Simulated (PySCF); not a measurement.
## Lu³⁸⁺: ionisation energy

Lu³⁸⁺ [Ar] 3d10 4s2 4p3 [4p1/2^2 4p3/2^1, M_J = 3/2] → Lu³⁹⁺ [Ar] 3d10 4s2 4p2 [4p1/2^2, M_J = 0], as a difference of total energies. Computed with PySCF 2.14 in an uncontracted even-tempered set (16 s from 4.3 bohr⁻², ratio 2.8; 13 p from 5.6 bohr⁻², ratio 2.8; 8 d from 10 bohr⁻², ratio 2.8; 4 f from 26 bohr⁻², ratio 3), with the two-component X2C-1e Hamiltonian. Correlated levels: [Ne] frozen; the 72 highest virtual spinors dropped. "Screened" scales the spin-orbit matrix elements by Boettger's factors to mimic the two-electron term; Breit and QED terms are absent.

**Question.** Order these methods by the ionisation energy they give, lowest first.
A. GMP2 (screened spin-orbit)
B. GHF (spin-free)
C. GMP2 (spin-free)
D. GHF (screened spin-orbit)

**Answer.** D (1741.4 eV), A (1742.3 eV), B (1771.0 eV), C (1771.9 eV).

Breit and QED terms and the two-electron picture change are absent.

The spin-free rows relax to the high-spin LS determinant and lack the spin-orbit shift.

The labels give the starting determinants; with spin-orbit coupling the two ends relaxed to ⟨J²⟩ = 3.75, ⟨L²⟩ = 2.50, ⟨S²⟩ = 1.57 and ⟨J²⟩ = 0.00, ⟨L²⟩ = 1.37, ⟨S²⟩ = 1.37.

For comparison: 1747 ± 4 eV (theoretical estimate listed by NIST; NIST Atomic Spectra Database, ionization energies).
